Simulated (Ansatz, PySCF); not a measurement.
Donor–acceptor adduct: AlH3 (SMILES [AlH3]) (first 4 atoms) with H2S (SMILES S); geometry from B3LYP-D3(BJ)/def2-TZVP, rigid monomers moved along the line of their centres of mass till Al1···S5 is 2.32 Å.
(charge 0, multiplicity 1):
```xyz
7

Al    -0.2520    -0.1264     0.4923
H     -1.0017    -1.4932     0.8004
H     -1.1170     1.1968     0.3387
H      1.1968    -0.1837    -0.1560
S      0.4970     0.3594     2.6321
H      1.0028    -0.8493     2.9343
H     -0.6500     0.1236     3.2932
```

Monomers are frozen at their geometry in the pair; levels with a basis set take the counterpoise correction. Rows marked so take none.

Cores are frozen in the correlated methods. Rows in 3-21G carry no dispersion term and start afresh at each structure.

Codes used: Ansatz (an electronic-structure program); PySCF for 3-21G rows, the dispersion terms. Each number belongs to the level named beside it.

**Question.** One of these levels gives -59.2 meV for the interaction energy. Which?
A. HF/3-21G (no counterpoise)
B. B3LYP/def2-TZVPPD
C. PBE-D3(BJ)/def2-TZVPPD
D. MP2/aug-cc-pV(D+d)Z

**Answer.** A, HF/3-21G (no counterpoise). The others give -613.4 (PBE-D3(BJ)/def2-TZVPPD), -384.5 (B3LYP/def2-TZVPPD), -347.1 (MP2/aug-cc-pV(D+d)Z)
